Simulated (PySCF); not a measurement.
# Worked example: oscillator strength and radiative lifetime

Si(H)(Cl)(Me)(NH2) (CH6ClNSi), SMILES C[SiH](N)Cl.

The structure is a stationary point at B3LYP-D3(BJ)/def2-SVP. The values are those of a single conformer.

TDA-PBE/def2-SVPD (PySCF 2.14.0) puts the first singlet state with f over 0.02 at 6.28 eV (vertical), with the transition dipole (-0.179, -0.321, 0.379) in atomic units.

**Question.** Find the oscillator strength, the wavelength and the radiative lifetime that this transition would have in vacuum if emission retraced absorption.

**Answer.** 
|μ|² = 0.2787 au, so |μ| = 1.34 D. ΔE = 6.28/27.211 = 0.2308 hartree. f = (2/3) ΔE |μ|² = 0.043 (the program prints 0.043).
λ = 1239.84/6.28 = 197 nm; ν = 50652 cm⁻¹.
Einstein's coefficient A = 0.6670 ν² f s⁻¹ (ν in cm⁻¹) = 7.3e7 s⁻¹, so τ = 1/A = 14 ns. This state is S1. The figure is the radiative limit of this one transition; relaxation, internal conversion, crossing to triplets and a medium change what is measured.
